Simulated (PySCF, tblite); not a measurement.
Calculations on `C1CN[SiH2][SiH2]C1`, in the order of a workflow; each names the level of the geometry that it ran on. Settings lines and outputs come from a driver script.

C₃H₁₁NSi₂.
SMILES with atom numbers: `[CH2:1]1[CH2:2][NH:3][SiH2:4][SiH2:5][CH2:6]1` (hydrogens: H7, H8 on C1; H9, H10 on C2; H11 on N3; H12, H13 on Si4; H14, H15 on Si5; H16, H17 on C6)

Step 1: GFN2-xTB geometry optimisation, gas phase (tblite 0.8.0) (from a force-field or distance-geometry start)
```json
{"job": {"kind": "relax", "xc": "GFN2-xTB", "basis": "xTB"}, "charge": 0, "multiplicity": 1}
```
```
step      E/eV     max force
  0    -500.50627    2.568
  1    -500.72278    0.786
  2    -500.76989    0.544
...
154    -501.17725    0.030
155    -501.17734    0.021
156    -501.17741    0.021
157    -501.17745    0.014
158    -501.17748    0.008
```

Energy lowered by 15.5 kcal/mol over 158 steps; largest atomic force 0.008 eV/Å at the end. «max force» is the largest atomic force in eV/Å.

On one thread of an Arm Neoverse N1, shared host with 64 logical CPUs at a one-minute load of 60, this took 2.0 s.

Step 2: GFN2-xTB harmonic vibrations, gas phase (tblite 0.8.0) (on the GFN2-xTB geometry)
```json
{"job": {"kind": "ir", "xc": "GFN2-xTB", "basis": "xTB"}, "charge": 0, "multiplicity": 1}
```
```
(table of modes left out)
```

45 modes from 73 to 3448 cm⁻¹ (unscaled, harmonic); zero-point energy 82.7 kcal/mol; all wavenumbers are real at this level.

Time: 1.0 s of wall time. Hardware: one thread, Arm Neoverse N1 (aarch64), shared host with 64 logical CPUs at a one-minute load of 60.

Step 3: TDDFT wB97X-D/def2-SVPD, vertical, gas phase, core orbitals frozen in the response (PySCF 2.14.0, density-fitted response routines) (on the GFN2-xTB geometry)
```json
{"job": {"kind": "uv", "xc": "wB97X-D", "basis": "def2-SVPD", "nstates": 8, "ntriplets": 3}, "charge": 0, "multiplicity": 1}
```
```
...
Static polarisability (au): isotropic 94.959, principal 81.886 99.620 103.371
Singlet excitations
state   eV       nm        f      main configurations
  1   5.5522    223.3   0.00154   H->L 0.92
  2   6.2532    198.3   0.00857   H->L+1 0.85, H->L+3 0.08
  3   6.7659    183.2   0.03360   H->L+2 0.39, H-1->L 0.28, H->L+3 0.13
  4   7.0227    176.5   0.02813   H-1->L 0.41, H->L+2 0.34
  5   7.0479    175.9   0.03074   H->L+3 0.56, H-1->L 0.15
  6   7.3736    168.1   0.01781   H->L+4 0.49, H->L+5 0.15, H->L+2 0.12
  7   7.4888    165.6   0.02996   H-1->L+1 0.68, H-1->L+3 0.16
  8   7.5845    163.5   0.02547   H-2->L 0.61, H->L+5 0.16
Triplet excitations (Tamm-Dancoff, eV): 5.2943 5.9208 6.2187
```

HOMO -8.50 eV, LUMO 1.54 eV; lowest singlet 5.55 eV; lowest triplet 5.29 eV (Tamm–Dancoff); mean polarisability 95.0 au.

On one thread of an Arm Neoverse N1 (shared host), this took 83 s and 0.90 GiB of memory at its peak.

Geometry of the electronic-property runs (GFN2-xTB):
```
atom  x, y, z in Å
C1    -1.3702    0.5294   -0.2099
C2    -1.1961   -0.9640    0.0853
N3    -0.0399   -1.5382   -0.5786
Si4    1.5909   -1.0926   -0.2431
Si5    1.4017    1.1812    0.0493
C6    -0.4177    1.4297    0.5758
H7    -1.2315    0.6874   -1.2818
H8    -2.4035    0.7955    0.0344
H9    -2.0865   -1.4886   -0.2752
H10   -1.1500   -1.1084    1.1759
H11   -0.2109   -2.4885   -0.8676
H12    2.3195   -1.5985   -1.4114
H13    2.1717   -1.7878    0.9294
H14    1.6235    1.9891   -1.1607
H15    2.2508    1.7800    1.0910
H16   -0.5354    1.2180    1.6412
H17   -0.7234    2.4682    0.4358
```

 (This holds for the electronic-property runs.)

One conformer stands for the species.

The pairwise dispersion term of wB97X-D wasn't added to the energies; at a given geometry it leaves orbitals and properties as they are.
